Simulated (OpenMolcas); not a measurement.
## Ge: thermal populations, worked from levels

```yaml
Program: OpenMolcas
Basis: ANO-R1 [5s4p3d1f]
Scalar_Hamiltonian: X2C, finite nucleus
Active_space: 4 electrons in 4 orbitals (4s 4p)
State_averaging: 2S+1 = 3 even, 3 roots; 2S+1 = 1 even, 6 roots; 2S+1 = 5 odd, 1 root; 2S+1 = 3 odd, 5 roots (0 in the spin-orbit step)
Spin-orbit_coupling: RASSI with atomic mean-field integrals over the reference wave functions, term energies averaged over their components
```

Methods: CASSCF; SS-CASPT2, IPEA 0.25 Eh, imaginary shift 0.1 Eh (closed shells correlated: 3d). Measured levels: NIST Handbook of Basic Atomic Spectroscopic Data.

**Thermal populations.** Z = Σ (2J + 1) exp(-E/kT) with k = 0.695035 cm-1/K, over the levels below. No other level of either list lies under 36400 cm-1, which is above 7 kT at each temperature.

```csv
Level,2J + 1,SS-CASPT2,measured
4s2 4p2 3P0,1,0.0,0.0
4s2 4p2 3P1,3,462,557
4s2 4p2 3P2,5,1207,1410
4s2 4p2 1D2,5,8383,7125
4s2 4p2 1S0,1,18158,16367
```

```csv
T (K),"Z, SS-CASPT2","Z, measured levels","Ground level (%), SS-CASPT2","Ground level (%), measured levels"
2000,5.262,4.852,19.0,20.6
3000,6.296,6.004,15.9,16.7
5000,7.613,7.541,13.1,13.3
```

At 5000 K, kT = 3475 cm-1, and the computed levels give Z = 1.000 + 2.627 + 3.533 + 0.448 + 0.005 = 7.613.

Some high roots are left out of the spin-orbit mixing, which shifts the levels that they would mix with. Without dynamic correlation excited terms often stand tens of per cent too high (terms of higher spin than the ground term too low), and those without a measured partner can miss by more than the paired ones (holds for CASSCF). Some terms miss by over 15 % even with CASPT2, which points to a basis or an active space too small for the shells correlated (holds for SS-CASPT2). Measured partners are found by configuration, term and J. A level has none where our copy of the source lacks it or the pairing is in doubt (some pairs that miss far off the trend of their configuration count as doubtful), and it then counts in no deviation. Only configurations of the active space appear.
